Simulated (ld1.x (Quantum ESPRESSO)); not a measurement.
# An odd input for ld1.x (Quantum ESPRESSO) 7.5 (S)

Command:

```bash
ld1.x < S.in > S.out
```

Input:

```
&input
   title='S', zed=16., rel=0, dft='PBESOL', iswitch=3, dx=0.03,
   config='[Ne] 3s1.5 3p4.5 3d-2',
   nld=3, rlderiv=1.65, eminld=-3.0, emaxld=5.0, deld=0.02
 /
 &inputp
   pseudotype=2, tm=.true., lloc=2,
   nlcc=.true.,
   file_pseudopw='S.UPF', file_wfcaegen='ae.wfc', file_wfcncgen='nc.wfc', file_beta='beta', file_chi='chi'
 /
3
3S  1  0   1.50   0.00  1.50  1.50  0.0
3P  2  1   4.50   0.00  1.35  1.35  0.0
3D  3  2  -2.00   0.10  1.25  1.25  0.0
 &test
   configts(1)='3s1.5 3p4.5'
 /
```

This is an input that runs to its end, with one change: mesh step dx=0.03.

Q: How does the run end?

A: The program runs through. The occupied levels of the test differ from the all-electron ones by at most 0.00000 Ry (unchanged input: 0.00000 Ry).

```
      Integrated core pseudo-charge :   1.93

      Wfc   3S  rcut= 1.533  Using Troullier-Martins method

      Wfc   3P  rcut= 1.360  Using Troullier-Martins method

     ------------------- End of pseudopotential generation -------------------

     Computing logarithmic derivative in   1.65289
     Computing logarithmic derivative in   1.65289
     Computing the partial wave expansion
     R is outside the sphere for l=    0 j= 0.00
     R is outside the sphere for l=    1 j= 0.00
       no projector for channel:   2

     ---------------------- Testing the pseudopotential ----------------------

     S

     atomic number is 16.00   valence charge is  6.00
     dft =PBESOL   lsd =0 sic =0 latt =0  beta=0.20 tr2=1.0E-14
     mesh = 481 r(mesh) = 102.24903 xmin = -7.00 dx = 0.03000

     n l     nl             e AE (Ry)        e PS (Ry)    De AE-PS (Ry)
     1 0     3S   1( 1.50)       -1.28025       -1.28025        0.00000
     2 1     3P   1( 4.50)       -0.53409       -0.53409       -0.00000

     eps = 8.7E-16  iter =  4

     Etot =    -794.191744 Ry,    -397.095872 Ha,  -10805.529148 eV
     Etotps =   -22.348232 Ry,     -11.174116 Ha,    -304.063187 eV

     Ekin =       7.588107 Ry,       3.794053 Ha,     103.241451 eV
     Encl =     -44.202775 Ry,     -22.101387 Ha,    -601.409387 eV
     Ehrt =      16.616624 Ry,       8.308312 Ha,     226.080685 eV
     Ecxc =      -6.980886 Ry,      -3.490443 Ha,     -94.979786 eV
     (Ecc =      -2.538319 Ry,      -1.269159 Ha,     -34.535584 eV)
     Epseu=       4.630698 Ry,       2.315349 Ha,      63.003850 eV

     ---------------------- End of pseudopotential test ----------------------
```
